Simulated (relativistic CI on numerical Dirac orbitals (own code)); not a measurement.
**Cs XXXIX: computed level list**

Calculated at this level of theory: Dirac-Coulomb-Breit CI, separate exchange-only KLI orbitals for each configuration, model QED, unscaled Slater integrals (own radial code, finite nucleus).

Configuration list (outside the closed core [Ne]): 3s2 3p5, 3s 3p6, 3s2 3p4 3d, 3s 3p5 3d, 3p6 3d, 3s 3p4 3d2, 3s2 3p3 3d 4p, 3p6 4s, 3s 3p4 3d 4s, 3s2 3p4 4s, 3p6 4p, 3s2 3p4 4p, 3s2 3p4 4d, 3p5 3d 4p, 3s 3p5 4s, 3s2 3p4 4f, 3s 3p5 4p, 3s 3p5 4d, 3s 3p5 4f, 3s2 3p4 5s, 3s2 3p4 5p, 3s2 3p3 4s 4p, 3s2 3p4 5d, 3s2 3p4 5f, 3s2 3p4 5g, 3s 3p4 4s2, 3s 3p5 5s, 3s 3p5 5p, 3s2 3p3 3d2, 3s2 3p2 3d3, 3s 3p3 3d3, 3s2 3p2 3d2 4s, 3s2 3p2 3d2 4p, 3s2 3p2 3d2 4d, 3p5 3d2, 3p4 3d3, 3p4 3d2 4s, 3p4 3d2 4p, 3p4 3d2 4d, 3s2 3p3 3d 4s, 3s 3p3 3d2 4s, 3s2 3p2 3d 4s2, 3s2 3p2 3d 4s 4p, 3s2 3p2 3d 4s 4d, 3p5 3d 4s, 3p4 3d 4s2, 3p4 3d 4s 4p, 3p4 3d 4s 4d, 3s2 3p3 4s2, 3s 3p3 3d 4s2, 3s2 3p2 4s2 4p, 3s2 3p2 4s2 4d, 3s2 3p3 4p2, 3s2 3p2 3d 4p2, 3s 3p3 3d 4p2, 3s2 3p2 4s 4p2, 3s2 3p2 4p3, 3s2 3p2 4p2 4d. Double excitations out of closed p, d and f shells are left out; levels of such configurations are missing from the list, as are those of other unlisted configurations, and high levels can miss mixing partners. These lack a partner that the ground configuration has and come out too high: 3s2 3p4 4f, 3s 3p5 4p, 3s 3p5 4d, 3s 3p5 4f, 3s2 3p4 5s.

The lowest level is 3s2 3p5 2P°_3/2, with 98 % of that term; Hund's rules for 3s2 3p5 give 2P° with J = 3/2, in agreement.

```csv
No.,Configuration,Term,J,E (cm⁻¹),%,Next component (%),Lifetime (s)
1,3s2 3p5,2P°,3/2,0,98,1 3s2 3p3 3d2 2P°,
2,3s2 3p5,2P°,1/2,681628,98,1 3s2 3p3 3d2 2P°,1.76e-07
3,3p4(3P) 3d,4D,3/2,1291057,41,32 2D,1.22e-09
4,3p4(3P) 3d,4D,5/2,1311082,50,18 2D,7.35e-09
5,3p4(3P) 3d,4P,1/2,1314645,42,25 2P,5.47e-10
6,3p4(3P) 3d,4F,7/2,1349067,34,26 2F,1.36e-03
7,3p4(1S) 3d,2D,3/2,1444057,56,19 4F,4.80e-09
8,3p4(3P) 3d,2P,1/2,1446594,43,24 2S,6.40e-10
9,3p4(3P) 3d,2F,7/2,1456561,47,41 4D,3.04e-05
10,3p4(3P) 3d,4F,9/2,1473700,70,29 2G,4.31e-05
11,3p4(1S) 3d,2D,5/2,1626217,50,24 4P,3.64e-09
12,3p4(1D) 3d,2D,3/2,1654522,37,24 2P,7.90e-12
13,3p4(3P) 3d,2D,5/2,1672314,33,26 2F,6.14e-12
14,3s 3p6,2S,1/2,1735277,51,31 3s2 3p4 3d 4P,4.76e-12
15,3p4(3P) 3d,4D,1/2,1909189,75,18 2P,2.27e-10
16,3p4(3P) 3d,4D,3/2,1967445,35,23 4F,9.70e-09
17,3p4(3P) 3d,4F,5/2,2029070,40,37 2F,4.13e-11
18,3p4(1D) 3d,2G,7/2,2035827,60,24 2F,3.65e-07
19,3p4(3P) 3d,4F,7/2,2105706,40,37 4D,1.94e-07
20,3p4(1D) 3d,2P,3/2,2150734,49,28 4P,7.96e-11
21,3p4(3P) 3d,2F,5/2,2178088,47,22 4P,9.01e-10
22,3p4(1D) 3d,2G,9/2,2180353,70,29 4F,3.34e-07
23,3p4(1D) 3d,2D,5/2,2216646,57,26 4P,8.73e-12
24,3p4(1D) 3d,2P,3/2,2237419,61,13 2D,1.43e-12
25,3p4(3P) 3d,2D,5/2,2244016,60,32 2F,1.43e-12
26,3p4(1D) 3d,2S,1/2,2253638,41,22 2P,8.07e-13
27,3p4(1D) 3d,2F,7/2,2271606,79,10 4F,2.66e-07
28,3p4(3P) 3d,2D,3/2,2399158,71,13 4F,3.40e-12
29,3p4(3P) 3d,2P,1/2,2482538,74,20 2S,1.71e-12
30,3p3(2P°) 3d2(3F),4F°,3/2,2650494,27,21 6F°,2.74e-10
31,3p3(2P°) 3d2(3F),4D°,1/2,2665626,41,29 6F°,2.04e-10
32,3p3(2P°) 3d2(3F),4F°,5/2,2670535,25,20 6F°,3.67e-10
33,3s2 3p3 3d2,4F°,7/2,2695380,16,16 4G°,9.09e-10
34,3s 3p5 3d,4P°,1/2,2773486,50,32 3s2 3p3 3d2 4P°,6.72e-11
35,3p3(2P°) 3d2(3P),4P°,3/2,2774025,25,20 6P°,3.30e-10
36,3p3(2P°) 3d2(3F),4D°,3/2,2794764,22,15 3s 3p5 3d 4P°,1.37e-10
37,3p3(4S°) 3d2(3F),6F°,9/2,2805615,29,28 4G°,6.09e-10
38,3s2 3p3 3d2,2F°,7/2,2817291,28,14 4G°,1.80e-10
39,3p3(2P°) 3d2(3F),4D°,5/2,2819992,15,13 4F°,1.23e-10
40,3p3(2P°) 3d2(3P),4D°,7/2,2871318,24,17 2F°,1.85e-10
41,3p3(2P°) 3d2(3F),4G°,11/2,2878004,42,29 6F°,3.25e-09
42,3p3(4S°) 3d2(3P),6P°,5/2,2879256,31,20 4P°,7.78e-10
43,3p4(1S) 3d,2D,3/2,2893000,62,16 4F,1.50e-12
44,3p4(1S) 3d,2D,5/2,2913018,44,18 2F,8.64e-10
45,3p3(2D°) 3d2(3F),4F°,5/2,2932885,17,16 2F°,1.70e-11
```

Energies count from the lowest computed level; ° marks odd parity; lifetimes are radiative, by E1, M1, E2, M2, E3 decay to levels of this space only. Percentages are summed over parent terms; the parents shown are those of the largest component, closed shells are left out there.

The mean weight of the leading LS term, summed over parents, in these 45 levels is 47 %, and that of the leading jj configuration (from the same eigenvectors) 84 %, so jj coupling describes them better and the LS labels are nominal.

At this charge energies of transitions that change n are usually good to better than 1 %, and those within a shell (Δn = 0) to a few per cent.

LS names give the leading component of a level, which can be under half, so a name can repeat, a term be missing and a line seem to break the LS rules.
